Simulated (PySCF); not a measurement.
Geometry:
```csv
atom,x (Å),y (Å),z (Å)
C1,3.956,-0.356,0.135
C2,2.694,-0.145,0.474
Si3,1.242,-0.328,-0.709
C4,-0.023,-1.605,-0.131
C5,-1.192,-1.006,0.112
C6,-1.222,0.438,-0.115
N7,-2.384,1.186,0.090
C8,-3.623,0.766,0.447
O9,-3.983,-0.360,0.670
C10,-0.073,1.005,-0.525
H11,4.232,-0.636,-0.868
H12,4.771,-0.263,0.837
H13,2.473,0.134,1.498
H14,1.675,-0.517,-2.097
H15,0.111,-2.664,0.005
H16,-2.083,-1.505,0.454
H17,-2.267,2.177,-0.078
H18,-4.317,1.628,0.514
H19,0.003,2.061,-0.722
```

Non-relativistic Hamiltonian, a single conformation, in vacuum. Geometry from GFN2-xTB; shieldings: GIAO PBE0/pcSseg-1; PySCF.

Shifts are taken against calculated references (same method and geometry level): TMS for ¹³C, ¹H, ²⁹Si; ¹⁵N vs NH3; ¹⁷O against H2O.

```csv
atoms,nucleus,count,δ (ppm)
N7,¹⁵N,1,?
C5,¹³C,1,154.4
C10,¹³C,1,104.0
H17,¹H,1,?
H11,¹H,1,?
O9,¹⁷O,1,445.6
C4,¹³C,1,142.3
H13,¹H,1,6.27
C2,¹³C,1,140.7
Si3,²⁹Si,1,-24.6
H14,¹H,1,4.85
H18,¹H,1,8.17
H19,¹H,1,4.65
C1,¹³C,1,?
H16,¹H,1,?
H12,¹H,1,6.63
C8,¹³C,1,158.7
H15,¹H,1,?
C6,¹³C,1,160.0
```

Question: Complete the table.

Answer: 
- C1: 146.5 ppm, terminal =CH2 carbon; as expected for a trigonal carbon in a double bond
- H16: 8.86 ppm, hydrogen on an alkene CH
- H17: 6.49 ppm, hydrogen on an amide-type nitrogen; labile proton, position sensitive to the medium
- H15: 6.48 ppm, hydrogen on an alkene CH; a vinylic proton, deshielded by the sp2 carbon and the C=C anisotropy
- H11: 6.47 ppm, hydrogen on a terminal =CH2 carbon; a vinylic proton, deshielded by the sp2 carbon and the C=C anisotropy
- N7: 171.5 ppm, amide-type nitrogen

Exchangeable OH/NH protons stand at their gas-phase positions; hydrogen bonding in a real sample shifts them, mostly to higher δ. Shifts are as computed. Against solution values, carbons near 30 ppm lie about +3 ppm off and those near 130 ppm about +5 ppm. Of 1211 compounds with measured shifts, 218 miss one by over three times the rms of a fit or turn the order of signals round; such compounds aren't used in these exercises. Hydrogen bonding in solution shields acid and N–H amide carbonyl oxygens by tens of ppm. The C=O carbon of an acid or of an amide with N–H lies up to 10 ppm further downfield in solution, through hydrogen bonding that the calculation lacks. Unscaled 17O shifts of doubly bonded oxygen tend to come out too high, by tens of ppm or more. Experimental scales use liquid or dissolved standards, which lie at an offset from isolated NH3 (liquid NH3: subtract about 20 ppm) and H2O (liquid H2O: subtract about 36 ppm). Unscaled 15N shifts of sp2 nitrogen come out 20 to 40 ppm too high even then.
